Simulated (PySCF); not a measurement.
## Ge (germanium, neutral) across methods

[Ar] 3d10 4s2 4p2, high-spin 3P determinant. Computed with PySCF 2.14 in x2c-TZVPPall (6s5p4d1f, 48 functions), with scalar relativity by spin-free X2C-1e.

```
 method  E (hartree)  mean ε 4s α (eV)  mean ε 4s β (eV)  mean ε 4p α (eV)  Σ⟨r²⟩ (bohr²)   ⟨S²⟩
    UHF  -2097.04821           -17.494           -13.451            -7.864          41.17  2.011
 r2SCAN    -2098.693           -12.651           -10.954            -4.681          40.36  2.005
  TPSSh    -2098.669           -12.900           -11.005            -4.832          40.34  2.003
   PBE0    -2098.452           -13.650           -11.693            -5.356          40.47  2.003
r2SCANh    -2098.680           -13.204           -11.321            -5.047          40.38  2.005
   MN15    -2100.008           -14.047           -12.306            -5.742          40.34  2.003
   TPSS    -2098.684           -12.298           -10.616            -4.428          40.34  2.002
    LDA    -2095.423           -12.316           -11.100            -4.356          40.39  2.001
    PBE    -2098.423           -12.105           -10.738            -4.326          40.50  2.002
```
